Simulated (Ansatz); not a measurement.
## Nudged elastic band run: C$_{2}$H$_{8}$BNS

The input (input.yaml):

```yaml
crystal:
  periodic: [false, false, false]
  atoms:
    - { symbol: B, position_ang: [0.547866, 1.069956, 0.76295] }
    - { symbol: C, position_ang: [-0.175762, -0.214171, 0.186718] }
    - { symbol: C, position_ang: [-1.402868, -0.153564, -0.65338] }
    - { symbol: "N", position_ang: [0.311338, -1.412449, 0.431319] }
    - { symbol: S, position_ang: [1.418772, 1.504071, -0.930075] }
    - { symbol: H, position_ang: [1.335745, 0.807871, 1.658763] }
    - { symbol: H, position_ang: [-0.229808, 1.979216, 0.985646] }
    - { symbol: H, position_ang: [-2.268715, -0.207696, 0.027864] }
    - { symbol: H, position_ang: [-1.456339, 0.801938, -1.18363] }
    - { symbol: H, position_ang: [-1.483791, -0.980575, -1.375408] }
    - { symbol: H, position_ang: [1.103178, -1.500786, 1.059858] }
    - { symbol: H, position_ang: [-0.025157, -2.252264, -0.029282] }
    - { symbol: H, position_ang: [2.346041, 0.523851, -0.926544] }
basis:
  gaussian: { orbitals: def2-SVP }
hamiltonian:
  xc: r2scanh
  dispersion: d4
neb:
  order_check: false
  images: 5
  f_tol: 0.05
  max_iterations: 60
  initial_path: idpp
  final_atoms:
    - { symbol: B, position_ang: [0.49922419, 1.01448281, 0.8640364] }
    - { symbol: C, position_ang: [-0.16407745, -0.24149458, 0.16456866] }
    - { symbol: C, position_ang: [-1.39949576, -0.16040433, -0.66129986] }
    - { symbol: "N", position_ang: [0.38631829, -1.43062049, 0.28657499] }
    - { symbol: S, position_ang: [1.33532441, 1.6656603, -0.77540682] }
    - { symbol: H, position_ang: [1.30537399, 0.70226273, 1.72715322] }
    - { symbol: H, position_ang: [-0.32235984, 1.85445091, 1.18125134] }
    - { symbol: H, position_ang: [-1.49792775, 0.83574823, -1.10339088] }
    - { symbol: H, position_ang: [-1.45015704, -0.92255205, -1.45421254] }
    - { symbol: H, position_ang: [-2.25672627, -0.31182726, 0.0162202] }
    - { symbol: H, position_ang: [1.1865403, -1.539114, 0.90138862] }
    - { symbol: H, position_ang: [0.08995328, -2.23821391, -0.25268612] }
    - { symbol: H, position_ang: [2.30850965, 0.73701962, -0.8793982] }
```

Launched with:

```bash
$ ansatz run input.yaml --threads 2 --pin off --max-ram 3072MiB --backend cpu --events-out ev --progress --plain --runs-dir out
```

Output, in part (warnings, iteration lines, the closing report on the highest movable image, with atoms numbered from 0):

```
NEB end point (image 0): max|allowed force component| = 5.631e-3 eV/Å (the criterion of neb.relax_end_points is 1.000e-2)
NEB end point (image 6): max|allowed force component| = 1.192e-2 eV/Å (the criterion of neb.relax_end_points is 1.000e-2)
NEB iter   1: max|band force component| = 6.702e-1 eV/Å  barrier→ = 0.1168 eV  barrier← = 0.1168 eV  Δτ_max = 0.0968 Å  (189 SCF iters)
NEB iter   2: max|band force component| = 4.249e-1 eV/Å  barrier→ = 0.0660 eV  barrier← = 0.0660 eV  CI = image 3  Δτ_max = 0.0725 Å  (145 SCF iters)
NEB iter   3: max|band force component| = 2.228e-1 eV/Å  barrier→ = 0.0589 eV  barrier← = 0.0589 eV  CI = image 3  Δτ_max = 0.0317 Å  (143 SCF iters)
NEB iter   4: max|band force component| = 6.454e-2 eV/Å  barrier→ = 0.0527 eV  barrier← = 0.0527 eV  CI = image 3  Δτ_max = 0.0252 Å  (135 SCF iters)
NEB iter   5: max|band force component| = 3.846e-2 eV/Å  barrier→ = 0.0513 eV  barrier← = 0.0513 eV  CI = image 3  Δτ_max = 0.0699 Å  (128 SCF iters)
NEB iter   6: max|band force component| = 1.669e-1 eV/Å  barrier→ = 0.0503 eV  barrier← = 0.0503 eV  CI = image 3  Δτ_max = 0.0349 Å  (29 SCF iters)
NEB iter   7: max|band force component| = 5.288e-2 eV/Å  barrier→ = 0.0498 eV  barrier← = 0.0498 eV  CI = image 3  Δτ_max = 0.0351 Å  (141 SCF iters)
NEB iter   8: max|band force component| = 3.847e-2 eV/Å  barrier→ = 0.0497 eV  barrier← = 0.0497 eV  CI = image 3  Δτ_max = 0.0000 Å  (271 SCF iters)
Total energy: -15196.25068977 eV, -558.4519124605 hartree
Atom 0 at     0.391345     0.866019     1.053982 Å, force     0.010606     0.007179    -0.007282 eV/Å
Atom 1 at    -0.152287    -0.310044     0.140224 Å, force    -0.018534    -0.011446    -0.000285 eV/Å
Atom 2 at    -1.333366    -0.191867    -0.766092 Å, force     0.003676     0.000373     0.013550 eV/Å
Atom 3 at     0.498397    -1.450064     0.103300 Å, force    -0.006160     0.030193     0.006199 eV/Å
Atom 4 at     1.063821     2.030883    -0.353572 Å, force    -0.003220    -0.002264     0.002110 eV/Å
Atom 5 at     1.266847     0.472841     1.813847 Å, force    -0.001155    -0.001997     0.000826 eV/Å
Atom 6 at    -0.522293     1.471682     1.586066 Å, force    -0.002332    -0.002188    -0.001884 eV/Å
Atom 7 at    -2.033497     0.556726    -0.378478 Å, force     0.006217     0.005662    -0.000563 eV/Å
Atom 8 at    -0.998407     0.163542    -1.750131 Å, force    -0.001896    -0.000762    -0.001913 eV/Å
Atom 9 at    -1.851236    -1.153670    -0.897813 Å, force     0.006649    -0.004689    -0.005230 eV/Å
Atom 10 at     1.303173    -1.565390     0.712268 Å, force    -0.000724    -0.014941    -0.006248 eV/Å
Atom 11 at     0.261123    -2.210212    -0.527374 Å, force     0.007151    -0.005473     0.000664 eV/Å
Atom 12 at     2.126881     1.284952    -0.721428 Å, force    -0.000279     0.000354     0.000057 eV/Å
Dipole moment:    -0.165288    -1.295298    -0.468758 e Å
```

It converged. The band force fell under the threshold earlier too, but the program's further tests of the path sent the band on. A vibrational analysis at the climbing image gives one clearly imaginary mode, 149i cm⁻¹: a first-order saddle point.

Final band (atoms are numbered from 1 in the order of the input):

| image | path coordinate (Å) | energy (eV) | dihedral N4–C2–C3–H9 (°) |
| --- | --- | --- | --- |
| 0 | 0.00 | 0.000 | -153 |
| 1 | 0.67 | 0.010 | -133 |
| 2 | 1.34 | 0.033 | -111 |
| 3 | 2.00 | 0.050 | -87 |
| 4 | 2.57 | 0.035 | -66 |
| 5 | 3.13 | 0.009 | -47 |
| 6 | 3.69 | 0.000 | -29 |

The run took 110 s on 2 threads of Intel(R) Xeon(R) 6975P-C (Granite Rapids), on a shared host, peak memory 0.32 GiB.
